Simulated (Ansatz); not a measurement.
Geometry optimisation, DFT PBE-D3(BJ), scalar-relativistic, plane waves, PAW (Ansatz 0.2.0).

The input (input.yaml):

```yaml
crystal:
  lattice:
    - [8.258241, 0.0, 0.0]
    - [0.0, 8.258241, 0.0]
    - [0.0, 0.0, 8.258241]
  atoms:
    - { symbol: C, position: [0.1079205, 0.8306519, 0.2609929] }
    - { symbol: C, position: [0.0901501, 0.7891041, 0.120831] }
    - { symbol: H, position: [0.0745752, 0.7526893, -0.0020145] }
    - { symbol: H, position: [0.1234954, 0.8670667, 0.3838385] }
    - { symbol: C, position: [0.7214931, 0.0271769, 0.970132] }
    - { symbol: C, position: [0.7956605, 0.1518529, 0.995478] }
    - { symbol: H, position: [0.8606649, 0.2611259, 1.0176927] }
    - { symbol: H, position: [0.6564886, -0.0820961, 0.9479173] }
    - { symbol: C, position: [0.2713291, 0.0342477, 0.7654105] }
    - { symbol: C, position: [0.3592871, 0.095956, 0.6646989] }
    - { symbol: H, position: [0.4363784, 0.1500405, 0.5764297] }
    - { symbol: H, position: [0.1942379, -0.0198369, 0.8536797] }
    - { symbol: C, position: [0.2848737, 0.4097374, 0.0903747] }
    - { symbol: C, position: [0.2974425, 0.4032044, -0.0562087] }
    - { symbol: H, position: [0.3084585, 0.3974786, -0.1846825] }
    - { symbol: H, position: [0.2738577, 0.4154633, 0.2188485] }
    - { symbol: O, position: [0.8277611, 0.0528983, 0.4878511] }
    - { symbol: C, position: [0.9644974, 0.0288274, 0.4991263] }
    - { symbol: O, position: [0.4778741, 0.0894195, 0.1600194] }
    - { symbol: C, position: [0.5349714, 0.1126567, 0.2849326] }
    - { symbol: O, position: [0.0139686, 0.5372762, 0.526144] }
    - { symbol: C, position: [0.1304185, 0.6063035, 0.5589775] }
    - { symbol: O, position: [0.6451415, 0.4066163, 0.25331] }
    - { symbol: C, position: [0.5963565, 0.4392409, 0.1269809] }
basis:
  ecutwfc: 420.0
kpoints:
  mp_grid: { grid: [1, 1, 1] }
hamiltonian:
  xc: pbe
  dispersion: d3bj
scf:
  occupations: { method: fermi_dirac, width: 0.02 }
  lower_state_search: "off"
relax:
  f_tol: 0.3
  max_steps: 15
  adjacent_minimum: "off"
```

Run as:

```bash
$ ansatz run input.yaml --threads 1 --pin off --max-ram 3072MiB --backend cpu --events-out ev --progress --plain --runs-dir out
```

Where does it end, and by what steps?

It did not converge within its limit. The force dipped under the threshold on the way, but the program's further checks kept it going. Limits of this set-up: coarse k mesh. After 14 steps the energy has fallen by 1.250 eV; H7 moved furthest, 1.31 Å.

| step | energy less start (eV) | largest force component (eV/Å) | accepted |
| --- | --- | --- | --- |
| 0 | 0.0000 | 1.960 | yes |
| 1 | -0.4264 | 2.006 | yes |
| 2 | -0.6955 | 3.088 | yes |
| 3 | -0.8671 | 2.332 | yes |
| 4 | -0.9490 | 2.435 | yes |
| 5 | -1.0658 | 0.645 | yes |
| 6 | -1.1193 | 0.273 | yes |
| 7 | -1.1298 | 2.441 | yes |
| 8 | -1.0392 | 3.993 | no |
| 9 | -1.1741 | 1.556 | yes |
| 10 | -1.2072 | 0.752 | yes |
| 11 | -1.2163 | 0.625 | yes |
| 12 | -1.2478 | 0.489 | yes |
| 13 | -1.2497 | 1.274 | yes |
| 14 | -1.0320 | 3.574 | no |

```xyz
24
Lattice="8.2582 0.0000 0.0000 0.0000 8.2582 0.0000 0.0000 0.0000 8.2582" Properties=species:S:1:pos:R:3
C 0.939 6.992 2.695
C 0.419 6.588 1.677
H -0.045 6.222 0.777
H 1.391 7.366 3.599
C 6.583 0.530 7.518
C 7.523 1.202 7.887
H 8.359 1.800 8.215
H 5.734 -0.049 7.198
C 2.194 -0.022 6.157
C 2.982 0.367 5.324
H 3.671 0.711 4.574
H 1.493 -0.351 6.902
C 2.021 3.682 0.748
C 2.305 3.152 -0.309
H 2.564 2.658 -1.235
H 1.780 4.169 1.682
O 6.141 0.900 4.037
C 7.265 1.076 4.006
O 3.833 0.165 0.851
C 3.611 0.556 1.891
O -0.325 4.187 4.821
C 0.816 4.297 4.862
O 5.624 3.664 1.953
C 6.096 4.196 1.052
```

The run took 3.5 min on 1 thread of Intel(R) Xeon(R) Processor @ 2.50GHz (Skylake/Cascade Lake), with other jobs on the host, peak memory 0.51 GiB.
